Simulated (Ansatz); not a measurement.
**Ligand exchange: IBr + BH2(CH3) → CH3I + BH2Br**

Species: IBr (iodine monobromide), singlet; BH2(CH3), singlet; CH3I (methyl iodide) `CI`, singlet; BH2Br `BBr`, singlet. The partners trade Br for CH3: I–Br and B–CH3 bonds give way to I–CH3 and B–Br.

Shapes, held fixed at every level: PBE0-D4/def2-TZVP. Programs: Ansatz 0.2.0. The zero-point and thermal change to 298 K, harmonic and unscaled (PBE0-D4/def2-TZVP), is +1.5 kJ/mol.

Q: Estimate ΔH(298 K) of this reaction.

A: The highest level, CCSD(T)/def2-TZVPP, gives ΔH(298 K) = -88.0 kJ/mol; the levels span -88.0 to -66.6. The column of differences is taken from that level and isn't an error. No measured value is set beside it here. For atoms past krypton def2 sets carry core potentials with scalar relativity. Relativity is left out for Br. Outer-core shells of Br, I are correlated, in sets that cover them unevenly. CCSD(T)/def2-TZVPP lies outside the range of all other levels here, so it shouldn't be taken on trust.

| level | kind | ΔH(298 K) (kJ/mol) | less CCSD(T)/def2-TZVPP |
| --- | --- | --- | --- |
| HF/def2-TZVPP | Hartree–Fock | -73.9 | +14.1 |
| BHLYP-D4/def2-TZVPP | global hybrid | -66.6 | +21.4 |
| PBE0-D4/def2-TZVPP | global hybrid | -70.3 | +17.7 |
| wB97M-V/def2-TZVPP | range-separated hybrid | -70.3 | +17.7 |
| B2PLYP/def2-TZVPP | double hybrid | -75.7 | +12.3 |
| CCSD(T)/def2-SVP | coupled cluster or CI | -83.9 | +4.1 |
| CCSD/def2-SVP | coupled cluster or CI | -81.5 | +6.5 |
| CCSD(T)/def2-TZVPP | coupled cluster or CI | -88.0 | 0.0 |
